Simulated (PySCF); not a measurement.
Vertical excitations of a molecule C4H6BF from TDDFT-ωB97X/def2-SVPD (PySCF 2.14.0), as energy in eV (oscillator strength): 4.99 (0.000), 5.89 (0.043), 6.48 (0.002), 6.73 (0.000), 8.18 (0.067), 8.48 (0.133), 8.57 (0.000), 8.75 (0.681), 8.79 (0.101), 9.14 (0.024). Lowest triplet (TDA): 4.47 eV. The structure is a stationary point at PBE-D3(BJ)/def2-SVP. Other conformers were not sampled.

Task: Pick the molecule that these values belong to.
A. C#CCB(C)F
B. FB1CC=CC1
C. CB1C=C(F)C1
D. C#CB(F)CC

Result: D, C#CB(F)CC
